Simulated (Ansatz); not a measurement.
Species: C$_{3}$H$_{9}$NSi, SMILES `C=[SiH]N(C)C` (C–Si–N–C torsion 0°) (charge 0, multiplicity 1).

Task: Give a relaxed geometry from PBE0-D3(BJ)/def2-TZVP in Ansatz (a program for electronic structure).

Result: Several could match; the one computed here: the end point of this relaxation, one of several conformers (outside a Z-matrix the atoms follow the SMILES, hydrogens last).
Z-matrix (Å, degrees):
```
N
C 1 1.4413
H 2 1.0911 1 110.56
H 2 1.0974 3 107.99 1 -121.82
H 2 1.0975 3 107.99 4 -116.32
C 1 1.4432 2 114.48 3 -179.93
H 6 1.0905 1 110.52 2 179.85
H 6 1.0970 7 108.05 1 121.68
H 6 1.0971 7 108.05 8 116.60
Si 1 1.6942 2 123.68 3 0.22
C 10 1.6955 1 127.20 2 179.83
H 11 1.0820 10 125.83 1 -0.03
H 11 1.0839 12 115.97 10 -179.97
H 10 1.4777 1 109.13 2 -0.16
```
